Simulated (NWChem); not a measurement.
Molecule: GeClF, singlet; SMILES [F][Ge][Cl]

Computed with NWChem. Pople sets run with spherical d functions. Low-valent species are run as closed-shell singlets; no triplet was tried in these runs. Coordinates come from a PBE-D3(BJ)/def2-SVP optimisation. Ions are spin-unrestricted doublets at the neutral geometry. Hybrids' shares of exact exchange are those that their runs print; pure functionals count as 0. The functionals differ in more than this share.

| row | share of exact exchange | ΔSCF ionisation energy minus −ε(HOMO) (eV) |
|---|---|---|
| PBE/6-31G* | 0.00 | 3.42 |
| B3LYP/6-31G* | 0.20 | withheld |
| BHandHLYP/6-31G* | 0.50 | 1.43 |
| Hartree-Fock/6-31G* | 1.00 | -0.86 |

Q: Fit a straight line of the last column on the one before it, predict the withheld value, and compare with the run.

A: 
1. Means of the 3 shown rows: x = 0.500, y = 1.330. Slope Σ(x − x̄)(y − ȳ)/Σ(x − x̄)² = -2.140/0.5000 = -4.280; intercept 3.470.
2. The shown rows scatter about the line by 0.071 (root mean square); the largest residual is +0.10, at BHandHLYP/6-31G*.
3. At x = 0.20 (B3LYP/6-31G*; inside the shown range) the line gives 2.61.
4. The run gives 2.66, +0.05 from the line, 0.7 times the scatter. The line crosses zero at a share of 0.81.
